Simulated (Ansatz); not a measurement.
Reaction (ligand exchange at a B–C bond): `BC(=N)F` + `[SiH3]N[SiH3]` → `BN([SiH3])[SiH3]` + `N=CF`

Calculated with Ansatz (gas phase, PBE0-D4/def2-TZVP geometries, no zero-point term in ΔE). CBS: MP2 limit from def2 TZ/QZ plus the TZ coupled-cluster correction, frozen cores. This one scheme is used for every species. DFT in def2-TZVPP. B3LYP here is the variant with VWN-RPA as its local correlation; programs differ in this. Each species was taken in one conformer, which may not be the lowest.

Q: Is it downhill or uphill in electronic energy at CCSD(T)/CBS, and by how much? (Estimate.)

A: Computed: Downhill: ΔE = -123.6 kJ/mol.

Q: What do these levels give: r2SCAN-D4, ωB97M-V, B3LYP, RPA@PBE/def2-TZVPP, CCSD(T)/def2-SVP, HF/CBS(def2)? (Best estimate.)

A: The calculation gave: r2SCAN-D4 -120.8, ωB97M-V -124.0, B3LYP -116.9, RPA@PBE/def2-TZVPP -124.9, CCSD(T)/def2-SVP -138.9, HF/CBS(def2) -116.8 kJ/mol.

Q: What do rigid-rotor, harmonic-oscillator terms from PBE0-D4/def2-TZVP frequencies (298.15 K, 1 bar) make of the CCSD(T)/CBS value? (Best estimate.)

A: The calculation gave: ΔZPE = +5.0 kJ/mol, ΔH = -120.1 kJ/mol, ΔS = -24 J/(mol·K), ΔG = -112.9 kJ/mol. Modes under 50 cm⁻¹ make the entropy rough.

Largest T1 diagnostic among the species: 0.014.

Leaving LDA and LC-ωPBE aside and taking each functional with its dispersion term where it has one, the values, not all of them listed here, spread over 6.5 kJ/mol, from PBE-QIDH to B97M-V. LDA lies −9.8 kJ/mol from PBE without D4. The D4 term adds −5.5 kJ/mol with B3LYP and −3.0 kJ/mol with PBE0; it sums over pairs of atoms, weighted by their polarisabilities, and B3LYP, whose exchange is more repulsive, gets the larger term.
